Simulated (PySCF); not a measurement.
**Polarisability and C₆ of Tl³⁺ (thallium, charge +3)**

[Xe] 4f14 5d10, closed-shell 1S. Computed with PySCF 2.14 in aug-cc-pwCVTZ-DK3 (11s10p8d5f1g, 125 functions), with scalar relativity by spin-free X2C-1e. Coupled (time-dependent) response in atomic units; α is the mean over directions.

```tsv
method	mean α (bohr³)	C₆ (like pair)	S(−4)
UHF	4.935	28.09	3.172
```

S(−4) is the Cauchy moment in α(ω) = α(0) + S(−4) ω² + …

α(iu) at UHF:

```
u (hartree)  α(iu) (bohr³)
          0          4.935
     0.0500          4.927
      0.100          4.904
      0.200          4.814
      0.300          4.675
      0.500          4.306
      0.750          3.789
       1.00          3.299
       1.50          2.497
       2.00          1.918
       3.00          1.201
       5.00         0.5759
```

A single London oscillator, α(iu) = α/(1 + u²/ω²), gives C₆ = (3/4) ω α². Matching the computed C₆ needs ω = 4 × 28.09 / (3 × 4.935²) = 1.54 hartree.

For an ion, C₆ is the dispersion term alone; charge-induced terms of lower order in 1/R come first.

Spin-orbit coupling, which splits the p, d and f shells strongly at this Z, is absent.
